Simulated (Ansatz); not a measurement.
**Pulling the pair apart**

The pair of C₂H₂ (SMILES C#C, atoms 1–4) and GeH₄ (SMILES [GeH4], atoms 5–9), both closed shells, in one local arrangement (a lower one may exist), relaxed at PBE0-D4/def2-TZVP:

C1  (0.087, -0.900, -1.971)
C2  (0.070, 0.279, -2.175)
H3  (0.101, -1.950, -1.791)
H4  (0.056, 1.329, -2.355)
Ge5  (-0.062, 0.247, 1.654)
H6  (-1.233, -0.650, 1.234)
H7  (-0.162, 1.598, 0.935)
H8  (1.266, -0.431, 1.299)
H9  (-0.122, 0.478, 3.172)
(Å)

GeH₄ is shifted rigidly along the line between the mean atom positions of the two fragments (negative: closer). Counterpoise interaction energies in kJ/mol. Ansatz 0.2.0; basis: def2-TZVPPD; cores frozen in the correlated methods. Filled d shells of the heavier atoms are correlated. The def2 sets are not built for correlating such inner shells, so the correlated values are less sure here.

```tsv
shift (Å)	PBE-D4	MP2	wB97M-V
-0.38	-3.0	-1.8	-3.0
-0.19	-5.0	-3.8	-4.7
0.00	-5.6	-4.4	-5.0
0.19	-5.3	-4.2	-4.6
0.46	-4.5	-3.5	-3.7
0.95	-2.7	-2.1	-2.2
1.90	-0.8	-0.7	-0.8
3.81	0.0	-0.1	-0.1
```

At the largest shift the D4 term itself is slightly repulsive (PBE-D4 +0.3 meV): a quirk of that model, not of the functional.

Q: What does CCSD(T) give at these shifts? (An estimate is asked for; the value comes from the calculation.)

A: By the calculation: -0.6, -2.9, -3.7, -3.7, -3.2, -2.0, -0.7, -0.1 kJ/mol. For zero shift, CCSD(T) at an estimated basis limit (MP2 extrapolated from triple and quadruple zeta, plus CCSD(T) − MP2 in triple zeta) gives -4.6 kJ/mol. These are counterpoise interaction energies, counted from the two frozen fragments.

T1 diagnostic: at most 0.013.

For scale, one of the runs: CCSD(T)/def2-TZVPPD, 230 basis functions, launched by `ansatz run in.yaml --threads 4 --pin off --events-out ev --progress --plain --max-ram 9574MiB`. Hardware: 4 CPU threads of an Arm Neoverse V2, shared host. Wall time 75 s; peak host memory 3.8 GiB.
